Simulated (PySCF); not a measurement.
Isomers of C3H10OSi2. Method used: PySCF, TDDFT B3LYP/def2-SVPD, vertical, gas phase, core orbitals frozen in the response. Geometries: GFN2-xTB; one conformer of each isolated species. Triplets are in the Tamm–Dancoff approximation.

A. `C=C[Si@@H]([SiH3])OC`
B. `C=CO[SiH2]C[SiH3]`
C. `[SiH3][C@@H]1CCO[SiH2]1`

Lowest singlet levels (six at most, fewer where fewer were computed) with oscillator strengths:

1. 6.14 eV (f 0.009); 6.26 eV (f 0.006); 6.71 eV (f 0.028); 6.86 eV (f 0.148); 7.04 eV (f 0.143); 7.08 eV (f 0.012); T1 4.48 eV
2. 6.67 eV (f 0.002); 6.90 eV (f 0.015); 7.16 eV (f 0.005); 7.27 eV (f 0.021); 7.58 eV (f 0.000); 7.68 eV (f 0.005); T1 6.44 eV
3. 5.79 eV (f 0.025); 5.95 eV (f 0.044); 6.36 eV (f 0.006); 6.41 eV (f 0.000); 6.60 eV (f 0.016); 6.67 eV (f 0.049); T1 4.31 eV

**Question.** Match each spectrum to its molecule.

**Answer.** 1 = B, 2 = C, 3 = A.
- A: S1 at 5.79 eV, HOMO→LUMO+1 (75%), HOMO→LUMO (21%); Löwdin shares by element: HOMO silicon 33%, oxygen 17%, carbon 14% or more (atoms not listed hold the other 36%); LUMO carbon 61% or more, silicon 18% (atoms not listed hold the other 21%); HOMO -7.33 and LUMO -0.71 eV.
- B: S1 at 6.14 eV, HOMO→LUMO+1 (51%), HOMO→LUMO+2 (28%), HOMO→LUMO (19%); Löwdin shares by element: HOMO carbon 63% or more, oxygen 23%; LUMO silicon 38%, carbon 13% or more, hydrogen 9% or more (atoms not listed hold the other 40%); HOMO -6.83 and LUMO 0.12 eV.
- C: S1 at 6.67 eV, HOMO→LUMO (61%), HOMO→LUMO+1 (37%); Löwdin shares by element: HOMO oxygen 50%, carbon 12% or more, silicon 10% or more, hydrogen 8% or more (atoms not listed hold the other 20%); LUMO silicon 45%, hydrogen 18% or more (atoms not listed hold the other 37%); HOMO -7.69 and LUMO 0.01 eV.
